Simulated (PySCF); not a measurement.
Arsenic: a sound run and one with changed settings

Sound run: As [Ar] 3d10 4s2 4p3, As⁺ [Ar] 3d10 4s2 4p2. Computed with PySCF 2.14 in cc-pVDZ-PP with ECP10MDF, with scalar relativity through the core potential. In the sound run the correlated levels freeze 3s2 3p6 3d10 outside the core potential. The sound run starts from symmetry-adapted Hartree-Fock orbitals and uses a fine grid where one is needed.

Changed run: a valence shell is frozen. This setting is unsound on purpose.

```json
{"species": "As", "method": "MP2", "sound run (hartree)": "-331.25202", "changed run (hartree)": "-331.20961", "converged": "yes"}
{"species": "As", "method": "CCSD(T)", "sound run (hartree)": "-331.26733", "changed run (hartree)": "-331.21386", "converged": "yes"}
{"species": "As⁺", "method": "MP2", "sound run (hartree)": "-330.89306", "changed run (hartree)": "-330.85497", "converged": "yes"}
{"species": "As⁺", "method": "CCSD(T)", "sound run (hartree)": "-330.91006", "changed run (hartree)": "-330.85679", "converged": "yes"}
```

Ionisation energy of As:

```
 method  sound run (eV)  changed run (eV)
    UHF           9.431             9.431
    MP2           9.768             9.650
SCS-MP2           9.649             9.504
   CCSD           9.719             9.716
CCSD(T)           9.722             9.716
```

Freezing a valence shell removes pair correlation that changes on ionisation.

For comparison, NIST gives 9.789 eV between the lowest levels.
